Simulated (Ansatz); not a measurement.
MoO2⁺. Total charge 1; quartet. Geometry PBE0-D4/def2-TZVP; atoms count from 1.

```xyz
3

Mo    0.1615    0.0108   -0.4393
O    -1.5087   -0.3146   -0.3131
O     1.3472    0.3038    0.7524
```

In the def2 sets Mo takes a core potential; there is no spin–orbit coupling. At PBE0-D4/def2-TZVP a doublet of charge 1 lies 2.24 eV below the quartet, each at its own geometry. The structure comes from a short search, and lower isomers may exist.

(1) Estimate the Mulliken populations from the PBE0/def2-TZVP orbitals of Ansatz.

(2) Where does the spin sit?

(3) And the Mayer bond orders between bonded heavy atoms (over 0.3)?

Results:

(1) 
```
atom  charge (e)  spin (α − β)  d electrons
 Mo1        1.60          1.78         4.14
  O2       -0.30          0.61            –
  O3       -0.30          0.61            –
```
Mulliken values and Mayer orders depend strongly on the basis.

(2) Summed by element: Mo 1.78, O 1.22, of 3 unpaired in all. Largest on single atoms: Mo1 1.78, O2 0.61, O3 0.61.

(3) Mo1–O2 1.68 (1.71 Å); Mo1–O3 1.68 (1.71 Å). Values over 0.3 also appear between atoms too far apart for a bond (O2–O3 0.34 at 3.11 Å); they arise where an orbital or an unpaired electron spreads over both atoms.
